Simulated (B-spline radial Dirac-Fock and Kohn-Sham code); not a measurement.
**W⁵⁺: input and output of one calculation**

ΔSCF core binding energies without Breit or QED terms, calculated with a radial finite-basis atomic code. Keys: rel is the Hamiltonian (dirac, or spin-free x2c and nr, where L3 and M5 stand for the whole 2p and 3d shells), method is hf or an exchange,correlation pair (spin-unpolarised, also for the hole states), nuc the nuclear model, radius_factor scales its radius, rmax is the box in bohr, h the logarithmic mesh step, order the B-spline order, points the quadrature points per cell, c_factor scales the speed of light, and damp, ndamp, maxit and tol steer the iteration. The run stops when the commutator error falls below 10·tol·max(1, Z/10), or the numerical noise floor, and the energy has settled to about 1e-8 Ha; the virial ratio is −V/T.

Input (task.json):

```json
{"items": [{"Z": 74, "q": 5, "cfg": [[1, 0, 2], [2, 0, 2], [2, 1, 6], [3, 0, 2], [3, 1, 6], [3, 2, 10], [4, 0, 2], [4, 1, 6], [4, 2, 10], [4, 3, 14], [5, 0, 2], [5, 1, 6], [5, 2, 1]], "A": 184, "rrms": 5.3658, "do": "settings", "holes": ["K", "L3", "M5"],
  "settings": [{"rel": "dirac", "method": "hf", "nuc": "fermi", "radius_factor": 1.0, "rmax": 45.0, "h": 0.3, "order": 8, "points": 4, "c_factor": 1.0, "maxit": 53, "damp": 0.5, "ndamp": 3, "tol": 1e-08}]}]}
```

Command: `python xray2_run.py task.json out`

Ground-state iterations:

```
iter   energy (Ha)        error
   1   -16148.99753763  2.15e+00
   2   -16150.52208681  2.73e-01
   3   -16151.35117224  2.47e-02
   4   -16151.35580295  1.18e-02
   5   -16151.35698542  1.67e-03
   6   -16151.35701346  1.49e-04
   7   -16151.35701390  7.87e-05
   8   -16151.35701392  3.09e-05
   9   -16151.35701393  6.44e-06
  10   -16151.35701393  3.52e-07
```

The ground state converged in 10 iterations, with total energy -16151.35701 Ha, virial ratio 1.88818 and highest orbital energy -62.94 eV. ΔSCF binding energies: K (1s) 69941.6 eV, L3 (2p3/2) 10305.0 eV, M5 (3d5/2) 1882.3 eV.

One setting is outside the advised range (too few quadrature points), but here it does no visible harm: the result matches the run with default settings.
